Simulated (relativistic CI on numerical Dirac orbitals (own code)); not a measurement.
# Mn²⁺: L-alpha,beta X-ray emission

Computed with this model: Dirac-Coulomb-Breit CI, orbitals from a KLI potential per configuration, model QED (radiative potential, 1s self-energy scaled to tabulated hydrogen-like ionisation energies), valence Slater integrals scaled by 0.9, multiplet model of X-ray emission after core ionisation; configurations [Ar] 3d5 → [He] 2s2 2p5 3s2 3p6 3d5 → [Ar] 3d4; 80 K; Lorentzian 0.6 eV and Gaussian 0.5 eV FWHM. Energies are those of the free ion, without screening or charge transfer. S is read from ⟨S²⟩ = S(S + 1).

Field parameters in Wybourne normalisation: D3d B²₀ = −7Dσ, B⁴₀ = −14Dq − 21Dτ, B⁴₃ = −14√(10/7) Dq. The field is a parameter set, without covalency.

Computed curve for D3d, 10Dq = 17850, Dσ = -240, Dτ = -70 cm⁻¹, scaled to 100 at the maximum (points under 2 are left out and the grid is thinned):

| Energy (eV) | Intensity |
| --- | --- |
| 635.0 | 2.0 |
| 635.4 | 2.3 |
| 635.8 | 2.8 |
| 636.2 | 3.4 |
| 636.5 | 4.2 |
| 636.9 | 5.7 |
| 637.3 | 9.0 |
| 637.7 | 18.5 |
| 638.1 | 42.2 |
| 638.5 | 48.7 |
| 638.8 | 39.3 |
| 639.2 | 41.5 |
| 639.6 | 37.4 |
| 640.0 | 34.3 |
| 640.4 | 35.2 |
| 640.8 | 30.5 |
| 641.2 | 26.9 |
| 641.5 | 30.1 |
| 641.9 | 40.3 |
| 642.3 | 48.7 |
| 642.7 | 55.5 |
| 643.1 | 67.1 |
| 643.5 | 79.1 |
| 643.8 | 86.0 |
| 644.2 | 82.4 |
| 644.6 | 81.2 |
| 645.0 | 94.2 |
| 645.4 | 99.9 |
| 645.8 | 94.8 |
| 646.2 | 91.8 |
| 646.5 | 95.4 |
| 646.9 | 92.3 |
| 647.3 | 80.0 |
| 647.7 | 64.9 |
| 648.1 | 54.8 |
| 648.5 | 52.6 |
| 648.9 | 55.4 |
| 649.2 | 61.2 |
| 649.6 | 55.4 |
| 650.0 | 48.5 |
| 650.4 | 55.3 |
| 650.8 | 74.8 |
| 651.2 | 72.0 |
| 651.5 | 56.6 |
| 651.9 | 37.4 |
| 652.3 | 29.9 |
| 652.7 | 31.7 |
| 653.1 | 38.8 |
| 653.5 | 30.0 |
| 653.9 | 18.7 |
| 654.2 | 14.8 |
| 654.6 | 11.7 |
| 655.0 | 9.1 |
| 655.4 | 7.1 |
| 655.8 | 5.7 |
| 656.2 | 4.7 |
| 656.5 | 4.4 |
| 656.9 | 4.0 |
| 657.3 | 3.1 |
| 657.7 | 2.1 |

The ground state has S = 2.50, and the centroid lies at 646.08 eV.
